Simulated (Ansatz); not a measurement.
A search over several starts for the lowest SCF solution of Ga₂Se₃ at the given spin, in a small basis.

```yaml
crystal:
  periodic: [false, false, false]
  atoms:
    - {symbol: Ga, position_ang: [-0.651477, -0.118628, -0.012037]}
    - {symbol: Ga, position_ang: [2.155251, 0.388792, 0.036791]}
    - {symbol: Se, position_ang: [1.041229, -1.742686, -0.118137]}
    - {symbol: Se, position_ang: [-2.906812, -0.521029, -0.042589]}
    - {symbol: Se, position_ang: [0.361808, 1.993561, 0.135980]}
basis:
  gaussian: {orbitals: def2-SVP, initial_orbitals: start.molden}
magnetization: {spin_polarized: true, initial_magnetization: 2}
hamiltonian: {xc: pbe0, dispersion: d4}
output: {orbitals: {seedname: orbitals}}
```

The file start.molden holds the orbitals of an earlier run on this structure, at another level or in another basis.

```sh
$ ansatz run in.yaml --threads 4 --pin off --events-out ev --progress --plain --max-ram 4787MiB
```

It prints (some lines left out):

```
Functional definition: PBE0
1559 factors; integrals over basis functions are off by at most 4.6e-4 eV
mean field evaluation 1: about -300734.7512 eV, gradient 4.7e0 eV
mean field evaluation 2: about -300734.8334 eV, gradient 9.8e-2 eV
mean field evaluation 4: about -300734.8408 eV, gradient 1.6e-3 eV
mean field evaluation 8: about -300734.8408 eV, gradient 2.0e-5 eV
mean field evaluation 16: about -300734.8325 eV, gradient 3.6e-1 eV
mean field evaluation 32: about -300734.8408 eV, gradient 8.8e-5 eV
mean field -300734.84076710 eV, -11051.8015527946 hartree, gradient 5.0e-6 eV, S^2 2.007968; 3 other end points of the search recorded, 0 dependent functions left out
reference -300734.84079396 eV, -11051.8015537816 hartree; 83, 81 occupied and 77, 79 virtual orbitals, 1559 factors
Total energy: -300735.11818794 eV, -11051.8117478224 hartree
```

Hardware: 4 threads of Arm Neoverse V1 on a shared host. Wall time 23 s, peak host memory 1.1 GiB.

At PBE0-D4/def2-TZVP a singlet of charge 0 lies 0.07 eV below the triplet, each at its own geometry. The structure comes from a short search, and lower isomers may exist.
